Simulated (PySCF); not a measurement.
Isomers of C9H10O, mass 134.073 u with the commonest isotopes. The calculation used PBE0/pcSseg-1 in PySCF (dipole) on a GFN2-xTB geometry, gas phase. One conformer each, none proved a minimum here; rigid rotors.

**Question.** Order these by rotational constant A, smallest first.
A. `[CH3:1][CH2:2][c:3]1[cH:4][cH:5][cH:6][c:7]([CH:8]=[O:9])[cH:10]1` with C1–C2–C3–C4 -91°, C6–C7–C8–O9 180°
B. `[OH:1][CH2:2][C@@:3]12[C@H:4]3[CH:5]=[CH:6][C@@H:7]1[C@@H:8]2[CH:9]=[CH:10]3` with H–O1–C2–C3 50°, O1–C2–C3–C4 60°, C2–C3–C4–C5 131°, C3–C4–C5–C6 15°, C5–C6–C7–C8 56°, C6–C7–C8–C9 0°
C. `[OH:1][CH2:2][C:3]1=[CH:4][C@H:5]2[CH:6]=[CH:7][C@@H:8]1[CH:9]=[CH:10]2` with H–O1–C2–C3 -55°, O1–C2–C3–C4 118°
D. `[cH:1]1[cH:2][cH:3][c:4]([CH:5]2[CH2:6][O:7][CH2:8]2)[cH:9][cH:10]1` with C3–C4–C5–C6 -48°

**Answer.** A (2095 MHz), B (2319 MHz), C (2664 MHz), D (3595 MHz).

**Question.** Order these by radius of gyration √(Σ m r²/M), smallest first.
A. `[CH3:1][CH2:2][c:3]1[cH:4][cH:5][cH:6][c:7]([CH:8]=[O:9])[cH:10]1` with C1–C2–C3–C4 -91°, C6–C7–C8–O9 180°
B. `[CH3:1][O:2][c:3]1[cH:4][cH:5][cH:6][c:7]2[c:8]1[CH2:9][CH2:10]2` with C1–O2–C3–C4 0°
C. `[OH:1][CH2:2][C:3]1=[CH:4][C@H:5]2[CH:6]=[CH:7][C@@H:8]1[CH:9]=[CH:10]2` with H–O1–C2–C3 -55°, O1–C2–C3–C4 118°
D. `[cH:1]1[cH:2][cH:3][c:4]([CH:5]2[CH2:6][O:7][CH2:8]2)[cH:9][cH:10]1` with C3–C4–C5–C6 -48°
E. `[OH:1][CH2:2][C@@:3]12[C@H:4]3[CH:5]=[CH:6][C@@H:7]1[C@@H:8]2[CH:9]=[CH:10]3` with H–O1–C2–C3 50°, O1–C2–C3–C4 60°, C2–C3–C4–C5 131°, C3–C4–C5–C6 15°, C5–C6–C7–C8 56°, C6–C7–C8–C9 0°

**Answer.** E (1.947 Å), C (2.022 Å), B (2.188 Å), D (2.291 Å), A (2.357 Å).

**Question.** Order these by out-of-plane moment Σ m c² = (Ia + Ib − Ic)/2, largest first.
A. `[CH3:1][O:2][c:3]1[cH:4][cH:5][cH:6][c:7]2[c:8]1[CH2:9][CH2:10]2` with C1–O2–C3–C4 0°
B. `[CH3:1][CH2:2][c:3]1[cH:4][cH:5][cH:6][c:7]([CH:8]=[O:9])[cH:10]1` with C1–C2–C3–C4 -91°, C6–C7–C8–O9 180°
C. `[OH:1][CH2:2][C:3]1=[CH:4][C@H:5]2[CH:6]=[CH:7][C@@H:8]1[CH:9]=[CH:10]2` with H–O1–C2–C3 -55°, O1–C2–C3–C4 118°
D. `[OH:1][CH2:2][C@@:3]12[C@H:4]3[CH:5]=[CH:6][C@@H:7]1[C@@H:8]2[CH:9]=[CH:10]3` with H–O1–C2–C3 50°, O1–C2–C3–C4 60°, C2–C3–C4–C5 131°, C3–C4–C5–C6 15°, C5–C6–C7–C8 56°, C6–C7–C8–C9 0°
E. `[cH:1]1[cH:2][cH:3][c:4]([CH:5]2[CH2:6][O:7][CH2:8]2)[cH:9][cH:10]1` with C3–C4–C5–C6 -48°

**Answer.** D (92.82 u·Å²), C (90.51 u·Å²), E (36.52 u·Å²), B (20.89 u·Å²), A (4.78 u·Å²).

```csv
SMILES,point group,Ia (u·Å²),Ib (u·Å²),Ic (u·Å²),κ,μa (D),μb (D),μc (D)
OC[C@@]12[C@H]3C=C[C@@H]1[C@@H]2C=C3,C1,217.93,383.08,415.36,-0.81,1.07,0.02,1.19
OCC1=C[C@H]2C=C[C@@H]1C=C2,C1,189.73,448.81,457.53,-0.97,1.10,0.40,1.10
c1ccc(C2COC2)cc1,Cs,140.58,599.79,667.33,-0.94,1.45,1.18,0.00
CCc1cccc(C=O)c1,C1,241.26,524.66,724.13,-0.62,2.31,2.50,0.20
COc1cccc2c1CC2,Cs,218.16,428.44,637.03,-0.49,0.92,0.33,0.00
```
